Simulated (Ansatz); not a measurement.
Frontier orbitals of C$_{3}$H$_{8}$AlCl (`CC(Cl)[CH2][AlH2]`).

Cartesian coordinates in Å:
```
C 1.525 -0.319 -0.207
C 0.133 -0.856 -0.454
Cl 0.184 -2.667 -0.278
C -0.909 -0.261 0.457
Al -1.204 1.673 0.261
H 1.549 0.757 -0.412
H 1.821 -0.484 0.831
H 2.258 -0.801 -0.854
H -0.140 -0.714 -1.501
H -1.879 -0.748 0.293
H -0.656 -0.473 1.504
H -2.066 2.437 1.353
H -0.616 2.455 -0.992
```

The species carries charge 0 and has multiplicity 1. The structure was optimised at the PBE0-D4/def2-TZVP level. It is one conformer, not always the lowest. Basis def2-TZVPP, the Gaussian-basis code of Ansatz.

Orbital energies of one run (eV). Highest occupied ones, from the top: -6.90, -7.26, -7.66, -7.83, -9.33, -9.40, -9.79, -10.30, -10.98, -11.77, -12.32, -15.32, -18.43, -19.97. Empty: -2.31, -0.20, -0.11, 0.61, 1.09, 1.46.

Problem. Which functional gave them?
A. B3LYP
B. ωB97M-V
C. HSE06 (plane-wave form)
D. B97M-V

Solution. D. HOMO energies: B97M-V -6.90, ωB97M-V -9.97, HSE06 -7.37, B3LYP -7.53 eV.

B3LYP here is the variant with VWN-RPA as its local correlation; programs differ in this.
